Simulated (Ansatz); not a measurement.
Sn₂Pt, relaxed as a singlet with RKS r2SCAN-D4/def2-TZVP in Ansatz, starting from the GFN2-xTB geometry. Force threshold 0.02 eV/Å.

In the def2 sets Pt, Sn take a core potential; there is no spin–orbit coupling. The restricted singlet is unstable: a solution with broken spin symmetry lies lower. At r2SCAN-D4/def2-TZVP a triplet of charge 0 lies 0.41 eV below the restricted singlet, each at its own geometry. The structure comes from a short search, and lower isomers may exist.

Start:

```xyz
3

Pt   -0.8382    0.9459   -0.6515
Sn    0.3054    0.2537    1.5271
Sn    0.5328   -1.1996   -0.8755
```

```tsv
step	energy (eV)	largest force component (eV/Å)	SCF passes
1	-14918.1710	0.514	42
2 (rejected)	-14918.1155	0.593	28
3	-14918.2145	0.210	30
4	-14918.2171	0.036	23
5	-14918.2172	0.001	25
```

Force components are those of the run's own axes.

End:

Cartesian coordinates in Å:
```
Pt -0.811 0.916 -0.631
Sn 0.287 0.299 1.566
Sn 0.524 -1.214 -0.935
```

By distances, no bond broke or formed. The bond that changes most is Sn2–Sn3, from 2.82 to 2.93 Å (atoms count from 1).

No frequencies were taken in this run, so the end may be a saddle point.

Run time 11 s (4 threads of Arm Neoverse V1 on a shared host).
